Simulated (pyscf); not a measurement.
Structures and frequencies: ωB97X-D3(BJ)/def2-SVPD in PySCF. MP2 and CC: frozen core, UHF for open shells. ΔMP2 is the change of the MP2 total energy from the triple- to the quadruple-zeta basis.

Q: For the elementary gas-phase step H₂C⁻–OH -> H₃C–O⁻ (singlet surface; H–O broken, C–H formed), what barrier and reaction energy does CCSD(T)/def2-TZVPPD + ΔMP2(QZVPPD) give, measured from the reactant's lowest minimum found?

A: ΔE‡ = 1.12 eV, ΔE = -1.38 eV. Zero-point energy shifts the barrier by -0.13 eV. It is a hydrogen shift, with an imaginary mode of 1738i cm⁻¹. One saddle was located; it need not be the lowest between these sides. The CCSD(T) − MP2 part came from Ansatz, without density fitting, on the same reference.
